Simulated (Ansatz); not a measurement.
This geometry of C₂H₆BFSn (11 atoms, charge 0, multiplicity 1) is a first-order saddle point.

Theory: RKS B3LYP/def2-SVP in Ansatz.

```xyz
11
Properties=species:S:1:pos:R:3
B -1.768 0.870 0.460
Sn 0.048 0.092 1.795
C 1.687 -0.203 -0.253
C 0.560 -0.374 -0.987
F 0.035 0.630 -1.695
H -2.419 0.177 -0.285
H -2.089 2.035 0.530
H -0.419 -1.636 1.675
H 2.180 -1.076 0.176
H 2.227 0.746 -0.280
H 0.024 -1.318 -1.115
```

Question: Which two structures does it join? (They come from a converged band through this point; their orientation in space is the band's.)

Answer: No bond is made or broken. The dihedral H6–B1–Sn2–H8 goes from 80 to -108°. The two ends are copies of one structure, up to a mirror image or an exchange of like atoms.

Image 0:

```xyz
11
Properties=species:S:1:pos:R:3
B -2.053 0.533 0.336
Sn -0.348 -0.203 1.657
C 1.762 -0.006 0.056
C 0.913 -0.077 -0.996
F 0.528 1.010 -1.651
H -3.179 0.376 0.753
H -1.930 1.190 -0.671
H -0.534 -1.902 1.155
H 2.189 -0.926 0.458
H 2.205 0.950 0.345
H 0.512 -1.002 -1.421
```

Image 6:

```xyz
11
Properties=species:S:1:pos:R:3
B -2.054 0.533 0.336
Sn -0.348 -0.200 1.658
C 1.764 -0.007 0.054
C 0.913 -0.077 -0.997
F 0.529 1.011 -1.651
H -1.932 1.185 -0.673
H -3.180 0.379 0.755
H -0.535 -1.901 1.161
H 2.189 -0.927 0.457
H 2.207 0.948 0.343
H 0.512 -1.002 -1.422
```

Question: How far does it lie above each of them?

Answer: 6.5 kcal/mol above the first and 6.5 kcal/mol above the second. This is the barrier of this one path; another mechanism may lie lower.

Time of the run: 110 s on 2 threads of Intel(R) Xeon(R) Platinum 8488C (Sapphire Rapids), with other jobs on the host, peak memory 0.3 GiB.
